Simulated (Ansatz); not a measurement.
Basis-set extrapolation for CH₅ClOSi₂, SMILES `Cl[SiH2][SiH]1CO1` (PBE0-D4/def2-TZVP geometry, frozen core, the Gaussian-basis code of Ansatz). Multiplicity 1, RHF reference.

```
                       def2-TZVPP    def2-QZVPP
                 HF  -1153.113009  -1153.149510
    MP2 correlation     -0.828561     -0.896494
CCSD(T) correlation     -0.918549       not run
```

Energies in hartree. Use E(X) = E(∞) + A·exp(−7.88·√X) for Hartree–Fock and E(X) = E(∞) + B·X^(−2.97) for correlation, with X = 3 and 4, and add CCSD(T) minus MP2 of the smaller set to the MP2 limit.

Task: What is the CCSD(T) energy at the basis-set limit?

Result: HF limit: -1153.149510 + (-0.036501) × 0.13774 = -1153.15454. MP2 limit: -0.896494 + (-0.067933) × 0.74074 = -0.94681. Higher-order term: -0.918549 − (-0.828561) = -0.08999. Total: -1154.19134 hartree, 100.3 kcal/mol below CCSD(T)/def2-TZVPP.
